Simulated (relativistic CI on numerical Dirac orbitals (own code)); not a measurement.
## What each ingredient does to the levels of Ce XX

Base calculation: Dirac-Coulomb-Breit CI, orbitals from a KLI potential per configuration, model QED (radiative potential, 1s self-energy scaled to tabulated hydrogen-like ionisation energies), unscaled Slater integrals.

Configurations in the expansion (outside the closed core [Ar] 3d10): 4s2.4p6.4d3, 4s2.4p5.4d4, 4s2.4p6.4d2.4f, 4s.4p6.4d4, 4s2.4p5.4d3.4f, 4s2.4p6.4d2.5s, 4s.4p6.4d3.4f, 4s2.4p6.4d2.5p, 4s2.4p6.4d.4f.5s, 4s2.4p6.4d2.5d, 4s2.4p6.4d.5s.5p, 4s2.4p5.4d3.5s, 4s2.4p6.4d2.5f, 4s2.4p5.4d3.5p, 4s2.4p6.4d2.6s, 4s2.4p6.4d2.5g, 4s2.4p6.4d2.6p, 4s.4p6.4d3.5s, 4s2.4p6.4d2.6f, 4s2.4p6.4d2.7s, 4s2.4p6.4d.4f2, 4s2.4p6.4f3, 4s2.4p5.4d.4f3, 4s2.4p6.4f2.5s, 4s.4p6.4d.4f3, 4s2.4p6.4d.5s2, 4s2.4p6.4f.5s2, 4s2.4p5.4d.4f.5s2, 4s.4p6.4d.4f.5s2, 4s2.4p6.4d.5p2, 4s2.4p6.4f.5p2, 4s2.4p5.4d.4f.5p2, 4s2.4p6.5s.5p2, 4s.4p6.4d.4f.5p2. Double excitations out of closed p, d and f shells are left out; levels of such configurations are missing from the list, as are those of other unlisted configurations, and high levels can miss mixing partners. These lack a partner that the ground configuration has and come out too high: 4s2.4p6.4d2.5p, 4s2.4p6.4d2.5d, 4s2.4p5.4d3.5s, 4s2.4p6.4d2.5f, 4s2.4p5.4d3.5p.

Variants: (1) QED terms removed; (2) configuration mixing switched off. Shifts of the energy above 4s2.4p6.4d3 4F_3/2, in cm⁻¹, for the lowest level and the first level of each name with at least 55 % of one term (blank where a level changes its place among those of its configuration and J or its character, or is not in the variant):

| Level | Base | Δ(1) | Δ(2) |
| --- | --- | --- | --- |
| 4s2.4p6.4d3 4F_3/2 | 0 | 0 | 0 |
| 4s2.4p6.4d3 4F_5/2 | 20045 | -78 | +32 |
| 4s2.4p6.4d3 4F_7/2 | 34270 | -104 | +330 |
| 4s2.4p6.4d3 4P_1/2 | 46534 | -70 | +1999 |
| 4s2.4p6.4d3 2G_7/2 | 65468 | -140 | +1177 |
| 4s2.4p6.4d3 4P_5/2 | 69142 | -130 | +2296 |
| 4s2.4p6.4d3 2P_1/2 | 85345 | -160 | +909 |
| 4s2.4p6.4d3 2H_11/2 | 89197 | -168 | +1721 |
| 4s2.4p6.4d3 2D_5/2 | 96820 | -165 | +3071 |
| 4s2.4p6.4d3 2G_9/2 | 106924 | -249 | +1300 |
| 4s2.4p6.4d3 2F_5/2 | 107442 | -128 | +3689 |
| 4s2.4p6.4d3 2F_7/2 | 110615 | -154 | +3873 |
| 4s2.4p6.4d3 2P_3/2 | 119521 | -244 | -44 |
| 4s2.4p5.4d4 6D°_5/2 | 786016 | +269 | -26995 |
| 4s2.4p5.4d4 6D°_7/2 | 789740 | +237 | -26734 |
| 4s2.4p5.4d4 6D°_9/2 | 796406 | +220 | -26437 |
| 4s2.4p5.4d4 6D°_1/2 | 803218 | +258 | -27437 |
| 4s2.4p5.4d4 6F°_11/2 | 825098 | +238 | -24965 |
| 4s2.4p5.4d4 4D°_1/2 | 846483 | +215 | -27302 |
| 4s2.4p5.4d4 4H°_13/2 | 863321 | +212 | -24402 |
| 4s2.4p5.4d4 4I°_15/2 | 874120 | +207 | -23809 |

At this charge energies of transitions that change n are usually good to better than 1 %, and those within a shell (Δn = 0) to a few per cent. Terms inside the open d or f shell come out 10 to 20 % too wide with unscaled integrals.

Ionisation energy from the two ground configurations alone: base 542.964 eV. The NIST ASD value (theoretical) is 543 eV.

LS names give the leading component of a level, which can be under half, so a name can repeat, a term be missing and a line seem to break the LS rules.
